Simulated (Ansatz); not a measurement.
Start from `[OH][Al]([SH])[SH]` and change one element to get `[OH][Ga]([SH])[SH]`.

Ansatz, PBE0-D4/def2-TZVP geometries, multiplicity 1. Each molecule was computed in one conformer, which needn't be the lowest.

Scalar relativity is left out up to krypton.

| property | `[OH][Al]([SH])[SH]` |
| --- | --- |
| LUMO energy (PBE/def2-TZVPP) / eV | -1.37 |
| HOMO–LUMO gap (PBE0/def2-TZVPP) / eV | 7.14 |
| LUMO energy (PBE0/def2-TZVPP) / eV | -0.55 |
| HOMO–LUMO gap (ωB97M-V/def2-TZVPP) / eV | 10.90 |
| ideal-gas entropy at 298 K and 1 bar (rigid rotor, harmonic PBE0-D4/def2-TZVP) / J/(mol·K) | 351 |
| HOMO energy (PBE/def2-TZVPP) / eV | -6.46 |

Task: What does the change do to each property? (Best estimate.)

Result: Computed: 
```csv
property,`[OH][Ga]([SH])[SH]`,shift
LUMO energy (PBE/def2-TZVPP) / eV,-1.78,-0.41
HOMO–LUMO gap (PBE0/def2-TZVPP) / eV,6.80,-0.34
LUMO energy (PBE0/def2-TZVPP) / eV,-0.87,-0.32
HOMO–LUMO gap (ωB97M-V/def2-TZVPP) / eV,10.76,-0.14
"ideal-gas entropy at 298 K and 1 bar (rigid rotor, harmonic PBE0-D4/def2-TZVP) / J/(mol·K)",359,8
HOMO energy (PBE/def2-TZVPP) / eV,-6.43,0.03
```
